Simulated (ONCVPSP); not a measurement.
**Transferability test, ONCV potential for carbon**

```
Element                 : carbon
Generator               : ONCVPSP 4.0.1
Type                    : optimised norm-conserving Vanderbilt (ONCV)
Functional              : PBEsol
Relativity              : fully relativistic
Frozen core             : [He]
Valence charge          : 4
Reference configuration : 2s2 2p2
Partial waves           : 2s: rc 1.20 bohr, ncon 3, nbas 8, qcut 6 1/bohr, 2 projectors, debl 1.4 Ha; 2p: rc 3.05 bohr, ncon 4, nbas 8, qcut 4.4 1/bohr, 3 projectors, debl 2.1 Ha; d scattering state at 0.4 Ha: rc 3.30 bohr, ncon 4, nbas 8, qcut 3.3 1/bohr, 1 projector
Local potential         : polynomial inside 1.00 bohr (lpopt 3, dvloc0 6 Ha)
Core correction         : polynomial model core, fcfact 0.3
```

Open shells are filled in proportion to 2j + 1.

Energies are relative to the spin-unpolarised reference configuration 2s2 2p2; without spin polarisation the order of configurations can differ from experiment.

| valence configuration | charge | ΔE all-electron (eV) | error AE − PS (meV) |
| --- | --- | --- | --- |
| 2s2 2p1 | +1 | 10.789 | +193 |
| 2s2 2p1.5 | +0.5 | 3.933 | +33 |

(1) What are ΔE and the potential's error for 2s2 2p0?

(2) What are ΔE and the potential's error for 2s1 2p0?

## Answers

(1) ΔE = 34.807 eV all-electron; the error (AE − PS) is +1380 meV.

(2) ΔE = 82.771 eV all-electron; the error (AE − PS) is +2620 meV.
